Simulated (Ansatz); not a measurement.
The lowest singlet and triplet of Cl2Si (SMILES Cl[Si]Cl); geometries from B3LYP-D3(BJ)/def2-TZVP, each state relaxed from the structure named, with no frequency check.
Singlet (charge 0, multiplicity 1):
```
atom    x (Å)    y (Å)   z (Å)
----  -------  -------  ------
Cl    -1.6230  -0.3869  0.0000
Si    -0.0007   0.9367  0.0000
Cl     1.6236  -0.3845  0.0000
```

A positive gap puts the triplet lower; no zero-point energy. R- takes a restricted singlet. The triplet is unrestricted in single-reference levels. Active spaces average the two states.

Frozen-core correlation.

Programs: Ansatz (Gaussian orbitals). Values without a source in brackets are computed.

R-PBE/def2-TZVPP gives -53.88 kcal/mol for the gap E(singlet) − E(triplet), vertical, at the singlet's geometry.

Task: How do the other levels lie against it? Give each less PBE: R-r2SCAN/def2-TZVPP, R-B3LYP/def2-TZVPP, R-wB97M-V/def2-TZVPP, R-B2PLYP/def2-TZVPP, R-MP2/cc-pV(Q+d)Z, R-CCSD(T)/cc-pV(Q+d)Z, SC-NEVPT2 on SA-CASSCF(2,2)/cc-pV(Q+d)Z, FIC-MRCISD+Q on SA-CASSCF(2,2)/cc-pV(Q+d)Z.

Result: R-r2SCAN/def2-TZVPP 5.30; R-B3LYP/def2-TZVPP -3.14; R-wB97M-V/def2-TZVPP -8.94; R-B2PLYP/def2-TZVPP -3.19; R-MP2/cc-pV(Q+d)Z -2.02; R-CCSD(T)/cc-pV(Q+d)Z -3.41; SC-NEVPT2 on SA-CASSCF(2,2)/cc-pV(Q+d)Z -3.51; FIC-MRCISD+Q on SA-CASSCF(2,2)/cc-pV(Q+d)Z -3.03 kcal/mol. 1 of 8 lie above PBE; the widest gap is to R-wB97M-V/def2-TZVPP.

Doubts at one or more of the structures used: a restricted determinant that unrestricted orbitals would lower (R-MP2/cc-pV(Q+d)Z, R-CCSD(T)/cc-pV(Q+d)Z).

Ansatz is a quantum-chemistry and plane-wave program.
